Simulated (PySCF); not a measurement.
## Does the structure fit the spectrum?

A compound C₈H₉OP gives the data below (simulated from a calculation) and was assigned the structure `CC#C[P@@]1(=O)C=CC(C)=C1`.

13C{1H} NMR (computed): δ 152.1 (CH, 2C), 133.6 (CH, 2C), 81.4 (C), 75.7 (CH), 36.6 (CH2), 28.3 (CH2).

1H NMR (600 MHz, computed): δ 7.12 (m, 2H), 6.50 (m, 2H), 3.06 (m, 1H), 3.02 (m, 2H), 2.96 (m, 1H), 1.09 (t, 1H).

- σ from GIAO-PBE0/pcSseg-1
- coordinates at the GFN2-xTB level
- program: PySCF
- one averaged value for each set of equivalent atoms, a single conformation, non-relativistic, no solvent

δ = σ(ref) − σ, references computed at the same level: 1H (31.72 ppm) and 13C (186.93 ppm) vs TMS.

(1) Compare with the shifts computed for the proposed structure, pairing carbons in order of shift.

(2) Which isomer fits?

## Answers

(1) Structure with atom numbers: `[CH3:1][C:2]#[C:3][P@@:4]1(=[O:5])[CH:6]=[CH:7][C:8]([CH3:9])=[CH:10]1`; H(Xn) means a hydrogen on atom n.

| atom | computed for proposal | given list | difference |
| --- | --- | --- | --- |
| C8 | 157.6 | 152.1 | +5.5 |
| C7 | 148.4 | 152.1 | -3.7 |
| C6 | 140.7 | 133.6 | +7.1 |
| C10 | 131.2 | 133.6 | -2.4 |
| C2 | 101.0 | 81.4 | +19.6 |
| C3 | 80.0 | 75.7 | +4.3 |
| C9 | 22.2 | 36.6 | -14.4 |
| C1 | 5.2 | 28.3 | -23.1 |

The rms difference is 12.5 ppm and the largest -23.1 ppm at C1 (propargylic methyl carbon). The proposal also would give 8 carbon signals, not 6. The carbon types in order of shift don't match either: C, CH, CH, CH, C, C, CH3, CH3 for the proposal against CH, CH, CH, CH, C, CH, CH2, CH2 in the data. The proposal doesn't fit.

(2) `C#CCP1(=O)C=CCC=C1`.

1. δC 152.1, 133.6: alkene CH; as expected for a trigonal carbon in a double bond.
2. δC 81.4: alkyne carbon; sp carbons lie upfield of alkene carbons because the cylindrical π system leaves one tensor component strongly shielded.
3. δC 75.7: terminal alkyne carbon; the triple bond shields along its axis, which puts it between sp3 and sp2 carbons.
4. δH 7.12, 6.50: hydrogen on an alkene CH; attached to an sp2 carbon and in the plane of the double bond.

Other isomers checked: CC#CP(C)c1ccoc1 (rms 15.6 ppm).

This is the structure that produced the data.

Splittings by 31P in the carbon and heteronuclear signals aren't shown, as no couplings were computed. Shifts are as computed. Against solution values, carbons near 30 ppm lie about +3 ppm off and those near 130 ppm about +5 ppm. Of 1211 compounds with measured shifts, 218 miss one by over three times the rms of a fit or turn the order of signals round; such compounds aren't used in these exercises. No couplings were computed; multiplicities are counted from neighbouring protons, with m where these are inequivalent, close in shift, in a saturated or five-membered ring or joined by F or P, and br s for small geminal =CH2 splittings.
